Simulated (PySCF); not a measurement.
CH2BFN2.
SMILES with atom numbers: `[N:1]#[C:2][B:3]([NH2:4])[F:5]` (hydrogens: H6, H7 on N4)

Geometry (GFN2-xTB, Å), atoms numbered from 1 in this order:
```xyz
7
CH2BFN2 angstrom
N      2.5388   -0.6049   -0.0677
C      1.4965   -0.1326   -0.0036
B      0.0835    0.4758    0.0787
N     -1.0475   -0.3048   -0.0729
F     -0.0605    1.7816    0.3018
H     -1.9741    0.0846   -0.0220
H     -1.0333   -1.2948   -0.2413
```

The closed-shell ground state was solved at several levels (PySCF, density fitting, gas phase, non-relativistic).

| level | basis functions | total energy (Eh) | HOMO (eV) | LUMO (eV) | gap (eV) | dipole (D) |
| --- | --- | --- | --- | --- | --- | --- |
| B3LYP/pcJ-1 | 155 | -273.6276 | -8.95 | -1.33 | 7.62 | 4.42 |
| CAM-B3LYP/def2-SVPD | 119 | -273.3178 | -10.78 | -0.14 | 10.64 | 4.37 |

(1) Estimate the row for PBE0/pcSseg-1, a basis of 95 functions; the other rows only guide the guess.

(2) Over all these levels, which gives the widest orbital gap and which the narrowest?

(3) How far do the dipole and the HOMO energy spread over the levels?

Results:

(1) Total energy -273.2831 Eh, HOMO -9.24 eV, LUMO -1.12 eV, gap 8.12 eV, dipole 4.40 D.

(2) CAM-B3LYP/def2-SVPD (range-separated hybrid) has the widest, 10.64 eV, and B3LYP/pcJ-1 (global hybrid, 20 % exact exchange) the narrowest, 7.62 eV. Functional and basis both differ between the two, so the spread mixes both effects.

(3) The dipole runs from 4.37 to 4.42 D (mean 4.40 D) and the HOMO from -10.78 to -8.95 eV.
